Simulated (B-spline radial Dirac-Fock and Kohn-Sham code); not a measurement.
## X-ray form factors of barium in several charge states

These are calculated numbers from a radial finite-basis atomic code; the model is relativistic Hartree-Fock (Dirac-Fock) wave functions, averaged over the configuration.

Configurations: Ba⁴⁺ [Kr] 4d10 5s2 5p4; Ba⁵⁺ [Kr] 4d10 5s2 5p3; Ba⁷⁺ [Kr] 4d10 5s2 5p1; Ba¹⁰⁺ [Kr] 4d10; Ba¹¹⁺ [Kr] 4d9; Ba¹²⁺ [Kr] 4d8. The first column is f₀ of Ba⁴⁺, the others are differences from it.

```
s (Å⁻¹)    Ba⁴⁺  Δ Ba⁵⁺  Δ Ba⁷⁺  Δ Ba¹⁰⁺  Δ Ba¹¹⁺  Δ Ba¹²⁺
      0  52.000  -1.000  -3.000   -6.000   -7.000   -8.000
   0.05  51.393  -0.921  -2.785   -5.632   -6.614   -7.597
    0.1  49.695  -0.714  -2.212   -4.641   -5.570   -6.503
   0.15  47.226  -0.451  -1.467   -3.304   -4.150   -5.006
    0.2  44.373  -0.209  -0.752   -1.949   -2.689   -3.445
   0.25  41.465  -0.037  -0.209   -0.827   -1.448   -2.090
    0.3  38.710  +0.055  +0.114   -0.060   -0.558   -1.079
   0.35  36.193  +0.083  +0.241   +0.351   -0.026   -0.430
    0.4  33.918  +0.072  +0.238   +0.483   +0.216   -0.078
   0.45  31.855  +0.046  +0.169   +0.437   +0.266   +0.069
    0.5  29.967  +0.019  +0.085   +0.304   +0.211   +0.095
    0.6  26.628  -0.015  -0.038   +0.019   +0.029   +0.025
    0.7  23.821  -0.021  -0.073   -0.134   -0.080   -0.032
    0.8  21.525  -0.015  -0.056   -0.153   -0.096   -0.038
    0.9  19.691  -0.006  -0.026   -0.105   -0.063   -0.018
      1  18.223   0.000  -0.003   -0.044   -0.024   +0.001
    1.1  17.012  +0.003  +0.009   +0.002   +0.004   +0.009
    1.2  15.959  +0.004  +0.013   +0.026   +0.015   +0.005
    1.4  14.071  +0.002  +0.007   +0.028   +0.005   -0.018
    1.6  12.303  -0.001  -0.002   +0.006   -0.014   -0.037
```
